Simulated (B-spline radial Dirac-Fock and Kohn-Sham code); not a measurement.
## K-line shifts caused by a second vacancy in Mo⁶⁺

System: the Mo⁶⁺ ion, [Ar] 3d10 4s2 4p6.

Calculated with a B-spline atomic structure program, using Dirac-Fock (average of configuration) total-energy differences with a finite nucleus, the Breit interaction including its frequency dependence, and self-energy and vacuum-polarisation corrections. Each two-hole energy is an average over J within one jj subconfiguration, not an observable level; in light atoms, where LS coupling holds, the j-resolved values are not observed lines, and for a K spectator the Kα1 hypersatellite is nearly forbidden. Electron correlation is not included.

Lines without a spectator: Kα2 (K-L2) 17371.8 eV, Kα1 (K-L3) 17476.8 eV, Kβ3 (K-M2) 19586.5 eV, Kβ1 (K-M3) 19604.3 eV. Shifts in eV with one spectator hole (a dash: not computed, or left out as unreliable):

| spectator hole | Kα2 | Kα1 | Kβ3 | Kβ1 |
| --- | --- | --- | --- | --- |
| L2 (2p1/2) | +48.9 | +60.9 | – | +132.6 |
| L3 (2p3/2) | +50.7 | +50.0 | +121.6 | – |
| M2 (3p1/2) | – | +6.00 | +14.74 | +18.08 |
| M3 (3p3/2) | +4.75 | – | +16.02 | +15.45 |
| M4 (3d3/2) | +0.31 | -1.71 | – | – |
| M5 (3d5/2) | -2.00 | -0.59 | – | – |

Q: Where does the K-L3 hypersatellite lie, emitted when both K electrons are missing?

A: +477.3 eV from the normal line, at 17954.1 eV. Removing both K electrons costs 40852.9 eV, which is 652.5 eV more than twice the K binding energy.

With n spectator holes in 2p, averaged over the 2p shell (energies in eV):

```csv
n,KαLⁿ,step,hypersatellite KαʰLⁿ
0,17441.8,–,17915.6
1,17494.8,+53.0,17970.1
2,17549.1,+54.3,18025.7
3,17604.6,+55.5,18082.6
4,17661.3,+56.7,18140.7
5,17719.3,+58.0,18200.1
```
